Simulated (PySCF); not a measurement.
PBE on Ti- (titanium, charge -1), [Ar] 3d3 4s2, high-spin 4F determinant. All numbers are calculated (PySCF 2.14, no relativity, point nucleus, in aug-cc-pVTZ (8s7p5d3f2g, 93 functions)).

```
cycle= 1 E= -849.148003656599  delta_E= -0.0213  |g|= 0.117  |ddm|= 4.61
cycle= 2 E= -849.10879517782  delta_E= 0.0392  |g|= 0.299  |ddm|= 1.52
cycle= 3 E= -849.152791919259  delta_E= -0.044  |g|= 0.0377  |ddm|= 1.37
cycle= 4 E= -849.153522568195  delta_E= -0.000731  |g|= 0.0236  |ddm|= 0.249
cycle= 5 E= -849.154020659875  delta_E= -0.000498  |g|= 0.00141  |ddm|= 0.0833
cycle= 6 E= -849.154022778285  delta_E= -2.12e-06  |g|= 2.94e-05  |ddm|= 0.00585
cycle= 7 E= -849.154022780079  delta_E= -1.79e-09  |g|= 1.35e-05  |ddm|= 0.000702
cycle= 8 E= -849.154022780166  delta_E= -8.7e-11  |g|= 1.28e-06  |ddm|= 7.76e-05
converged SCF energy = -849.154022780166  <S^2> = 3.7806064  2S+1 = 4.015274
```

Highest occupied orbital energy: 1.832 eV; ⟨L²⟩ = 12.01; populations by l: s 8.00, p 12.00, d 3.00, f 0.00.

(1) Can this result be used?

Results:

(1) With care. Self-consistency was reached. At PBE the highest occupied level has a positive energy, so only the finite basis holds that electron; in a semilocal or global hybrid functional this comes from self-interaction and does not mean that the real anion is unbound.
